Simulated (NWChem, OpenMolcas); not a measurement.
## CH6Ge (methyl germane): the dipole moment, rung by rung

CH6Ge: 8 atoms, total charge 0, spin state singlet. SMILES: `[CH3][GeH3]`. The coordinates come from a PBE0-D4/def2-TZVP relaxation.

Quantity: the dipole moment, in D. The values are calculated.

**What was measured.** NIST CCCBDB gives the dipole moment of the gas as 0.64 D.

```csv
level,kind,program,value (D),computed − measured
SVWN5/def2-SVPD,LDA,OpenMolcas,0.71,+0.07
PBE/def2-SVPD,GGA,OpenMolcas,0.73,+0.09
M06-L/def2-SVPD,meta-GGA,NWChem,0.63,-0.01
r2SCAN/def2-SVPD,meta-GGA,NWChem,0.73,+0.09
BHLYP/def2-SVPD,global hybrid,NWChem,0.68,+0.04
M06-2X/def2-SVPD,hybrid meta-GGA,OpenMolcas,0.68,+0.04
PBE0/def2-SVPD,global hybrid,OpenMolcas,0.70,+0.06
CAM-B3LYP/def2-SVPD,range-separated hybrid,NWChem,0.67,+0.03
```

Nearest: M06-L/def2-SVPD (-0.01 D); farthest: r2SCAN/def2-SVPD (+0.09 D). The measured dipole is a vibrational average, so differences of a few hundredths of a debye mean little. Computed less measured by kind, in D (def2-SVPD rows): LDA +0.07; GGA +0.09; meta-GGA -0.01 to +0.09; global hybrid +0.04 to +0.06; range-separated hybrid +0.03. All-electron rows without a relativistic Hamiltonian named are non-relativistic. Magnitudes only: a small dipole may point the other way at some levels.
